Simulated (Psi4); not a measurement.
C2F2N (SMILES N#C[C](F)F), doublet, at a GFN2-xTB geometry; TPSS/STO-3G (Psi4).

Psi4 was given this input:
```
memory 2 GB

molecule mol {
0 2
  C     0.002648   -0.068288   -0.335192
  C    -0.007926    0.204371    1.003159
  F     1.103691   -0.189634   -1.050853
  F    -1.087030   -0.239978   -1.057905
  N    -0.016898    0.435715    2.138718
}

set basis sto-3g
set reference uks
set e_convergence 1e-4

energy('tpss')
print_variables()
```

What the program printed (banner, timings and long lists left out):

```
   => Loading Basis Set <=

    Name: STO-3G
    Role: ORBITAL
    Keyword: BASIS

         ---------------------------------------------------------
                                   SCF
               by Justin Turney, Rob Parrish, Andy Simmonett
                          and Daniel G. A. Smith
                              UKS Reference
         ---------------------------------------------------------

  ==> Geometry <==

    Molecular point group: c1
    Full point group: C1

    Geometry (in Angstrom), charge = 0, multiplicity = 2:

       Center              X                  Y                   Z               Mass
    ------------   -----------------  -----------------  -----------------  -----------------
         C            0.002429941097    -0.062661720224    -0.307576111410    12.000000000000
         C           -0.008144058903     0.209997279776     1.030774888590    12.000000000000
         F            1.103472941097    -0.184007720224    -1.023237111410    18.998403162730
         F           -1.087248058903    -0.234351720224    -1.030289111410    18.998403162730
         N           -0.017116058903     0.441341279776     2.166333888590    14.003074004430

  Running in c1 symmetry.

  Rotational constants: A =      0.36957  B =      0.13526  C =      0.09902 [cm^-1]
  Rotational constants: A =  11079.55102  B =   4054.92354  C =   2968.50294 [MHz]
  Nuclear repulsion =  148.347844277055373

  Charge       = 0
  Multiplicity = 2
  Electrons    = 37
  Nalpha       = 19
  Nbeta        = 18

  ==> Algorithm <==

  SCF Algorithm Type is DF.
  DIIS enabled.
  MOM disabled.
  Fractional occupation disabled.
  Guess Type is SAD.
  Energy threshold   = 1.00e-04
  Density threshold  = 1.00e-06
  Integral threshold = 1.00e-12

  ==> Primary Basis <==

  Basis Set: STO-3G
    Blend: STO-3G
    Number of shells: 15
    Number of basis functions: 25
    Number of Cartesian functions: 25
    Spherical Harmonics?: true
    Max angular momentum: 1

  ==> DFT Potential <==

   => LibXC <=

    Version 7.1.2
    S. Lehtola, C. Steigemann, M. J. T. Oliveira, and M. A. L. Marques,  SoftwareX 7, 1–5 (2018) (10.1016/j.softx.2017.11.002)

   => Composite Functional: TPSS <=

    TPSS Meta-GGA XC Functional

    J. Tao, et al., Phys. Rev. Lett., 91, 146401, 2003

    Deriv               =              1
    GGA                 =           TRUE
    Meta                =           TRUE

    Exchange Hybrid     =          FALSE
    MP2 Hybrid          =          FALSE

   => Exchange Functionals <=

    1.0000   XC_MGGA_X_TPSS

   => Correlation Functionals <=

    1.0000   XC_MGGA_C_TPSS

   => LibXC Density Thresholds  <==

    XC_MGGA_C_TPSS:  1.00E-15
    XC_MGGA_X_TPSS:  1.00E-15

   => Molecular Quadrature <=

    Radial Scheme          =       TREUTLER
    Pruning Scheme         =           NONE
    Nuclear Scheme         =       TREUTLER

    Blocking Scheme        =         OCTREE
    BS radius alpha        =              1
    Pruning alpha          =              1
    Radial Points          =             75
    Spherical Points       =            302
    Total Points           =         104851
    Total Blocks           =            853
    Max Points             =            255
    Max Functions          =             23
    Weights Tolerance      =       1.00E-15

   => Loading Basis Set <=

    Name: (STO-3G AUX)
    Role: JKFIT
    Keyword: DF_BASIS_SCF

  ==> Integral Setup <==

  SCF_SUBTYPE=INCORE selected. In-core MEM_DF algorithm will be used.
  Using in-core AOs.

  ==> MemDFJK: Density-Fitted J/K Matrices <==

    J tasked:                   Yes
    K tasked:                    No
    wK tasked:                   No
    Algorithm:                 Core
    Schwarz Cutoff:           1E-12
    Mask sparsity (%):       1.9200
    Fitting Condition:        1E-10

   => Auxiliary Basis Set <=

  Basis Set: (STO-3G AUX)
    Blend: DEF2-UNIVERSAL-JKFIT
    Number of shells: 125
    Number of basis functions: 381
    Number of Cartesian functions: 457
    Spherical Harmonics?: true
    Max angular momentum: 4

  Minimum eigenvalue in the overlap matrix is 1.5328886284E-01.
  Reciprocal condition number of the overlap matrix is 7.6839154736E-02.
    Using symmetric orthogonalization.

  ==> Pre-Iterations <==

  SCF Guess: Superposition of Atomic Densities via on-the-fly atomic UHF (no occupation information).

   -------------------------
    Irrep   Nso     Nmo
   -------------------------
     A         25      25
   -------------------------
    Total      25      25
   -------------------------

  ==> Iterations <==

                           Total Energy        Delta E     RMS |[F,P]|

   @DF-UKS iter SAD:  -325.02874853266201   -3.25029e+02   0.00000e+00
   @DF-UKS iter   1:  -325.90859461088553   -8.79846e-01   1.91061e-02 ADIIS/DIIS
   @DF-UKS iter   2:  -323.75007976142803    2.15851e+00   6.63836e-02 ADIIS/DIIS
   @DF-UKS iter   3:  -325.97282202856735   -2.22274e+00   1.60418e-02 ADIIS/DIIS
   @DF-UKS iter   4:  -326.07215141986785   -9.93294e-02   1.73168e-03 ADIIS/DIIS
   @DF-UKS iter   5:  -326.07309768407140   -9.46264e-04   1.05725e-03 ADIIS/DIIS
   @DF-UKS iter   6:  -326.07373607308438   -6.38389e-04   1.95134e-04 ADIIS/DIIS
   @DF-UKS iter   7:  -326.07375340532963   -1.73322e-05   1.26329e-04 ADIIS/DIIS
   @DF-UKS iter   8:  -326.07376290469153   -9.49936e-06   1.98277e-05 DIIS
   @DF-UKS iter   9:  -326.07376363359094   -7.28899e-07   4.84317e-06 DIIS
   @DF-UKS iter  10:  -326.07376367123351   -3.76426e-08   7.93402e-07 DIIS
  Energy and wave function converged.

  ==> Post-Iterations <==

   Electrons on quadrature grid:
      Nalpha   =   19.0000195976 ; deviation = 1.960e-05
      Nbeta    =   18.0000168373 ; deviation = 1.684e-05
      Ntotal   =   37.0000364348 ; deviation = 3.643e-05

   @Spin Contamination Metric:   5.924497353E-03
   @S^2 Expected:                7.500000000E-01
   @S^2 Observed:                7.559244974E-01
   @S   Expected:                5.000000000E-01
   @S   Observed:                5.000000000E-01

    Orbital Energies [Eh]
    ---------------------

    Alpha Occupied:

       1A    -24.242202     2A    -24.242039     3A    -13.934581
       4A     -9.979929     5A     -9.853344     6A     -1.159906
       7A     -1.099761     8A     -0.821950     9A     -0.643818
      10A     -0.469580    11A     -0.423382    12A     -0.398582
      13A     -0.268128    14A     -0.267377    15A     -0.264672
      16A     -0.260165    17A     -0.232366    18A     -0.231491
      19A     -0.077743

    Alpha Virtual:

      20A      0.059510    21A      0.158230    22A      0.211208
      23A      0.375158    24A      0.398424    25A      0.971733

    Beta Occupied:

       1A    -24.239319     2A    -24.239158     3A    -13.929363
       4A     -9.971991     5A     -9.855019     6A     -1.150521
       7A     -1.091617     8A     -0.812283     9A     -0.628337
      10A     -0.462685    11A     -0.418104    12A     -0.362243
      13A     -0.265214    14A     -0.259521    15A     -0.248278
      16A     -0.235594    17A     -0.227869    18A     -0.224944

    Beta Virtual:

      19A     -0.025373    20A      0.066218    21A      0.188113
      22A      0.236838    23A      0.389626    24A      0.410411
      25A      0.982006

    Final Occupation by Irrep:
              A
    DOCC [    18 ]
    SOCC [     1 ]
    NA   [    19 ]
    NB   [    18 ]

  @DF-UKS Final Energy:  -326.07376367123351

   => Energetics <=

    Nuclear Repulsion Energy =            148.3478442770553727
    One-Electron Energy =                -744.7386805522436362
    Two-Electron Energy =                 309.1187528143715895
    DFT Exchange-Correlation Energy =     -38.8016802104168548
    Empirical Dispersion Energy =           0.0000000000000000
    VV10 Nonlocal Energy =                  0.0000000000000000
    Total Energy =                       -326.0737636712335075

  UHF NO Occupations:
  HONO-2 :   17  A 1.9996723
  HONO-1 :   18  A 1.9977938
  HONO-0 :   19  A 1.0000000
  LUNO+0 :   20  A 0.0022062
  LUNO+1 :   21  A 0.0003277
  LUNO+2 :   22  A 0.0003158
  LUNO+3 :   23  A 0.0000461

Computation Completed

Properties will be evaluated at   0.000000,   0.000000,   0.000000 [a0]

Properties computed using the SCF density matrix

 Multipole Moments:

 ------------------------------------------------------------------------------------
     Multipole            Electronic (a.u.)      Nuclear  (a.u.)        Total (a.u.)
 ------------------------------------------------------------------------------------

 L = 1.  Multiply by 2.5417464519 to convert [e a0] to [Debye]
 Dipole X            :          0.0236572           -0.0152561            0.0084011
 Dipole Y            :         -0.6097600            0.3933793           -0.2163807
 Dipole Z            :         -2.9930217            1.9309106           -1.0621112
 Magnitude           :                                                    1.0839609

 ------------------------------------------------------------------------------------

  Variable Map:
  ----------------------------------------------------------------------------
  "CURRENT ENERGY"              =>    -326.073763671234
  "CURRENT REFERENCE ENERGY"    =>    -326.073763671234
  "DD SOLVATION ENERGY"         =>       0.000000000000
  "DFT FUNCTIONAL TOTAL ENERGY" =>    -326.073763671234
  "DFT TOTAL ENERGY"            =>    -326.073763671234
  "DFT VV10 ENERGY"             =>       0.000000000000
  "DFT XC ENERGY"               =>     -38.801680210417
  "GRID ELECTRONS ALPHA"        =>      19.000019597588
  "GRID ELECTRONS BETA"         =>      18.000016837259
  "GRID ELECTRONS TOTAL"        =>      37.000036434847
  "NUCLEAR REPULSION ENERGY"    =>     148.347844277055
  "ONE-ELECTRON ENERGY"         =>    -744.738680552244
  "PCM POLARIZATION ENERGY"     =>       0.000000000000
  "PE ENERGY"                   =>       0.000000000000
  "SCF ITERATION ENERGY"        =>    -326.073763671234
  "SCF ITERATIONS"              =>      10.000000000000
  "SCF TOTAL ENERGY"            =>    -326.073763671234
  "TWO-ELECTRON ENERGY"         =>     309.118752814372
  "XC GRID RADIAL POINTS"       =>      75.000000000000
  "XC GRID SPHERICAL POINTS"    =>     302.000000000000
  "XC GRID TOTAL POINTS"        =>  104851.000000000000

  Array Variable Map:
  ----------------------------------------------------------------------------
  "CURRENT DIPOLE"              =>       0.008401061206 ... -1.062111155869 1 by 3
  "SCF DIPOLE"                  =>       0.008401061206 ... -1.062111155869 1 by 3
  "SCF TOTAL ENERGIES"          =>    -325.028748532662 ... -326.073763671234 1 by 11
```
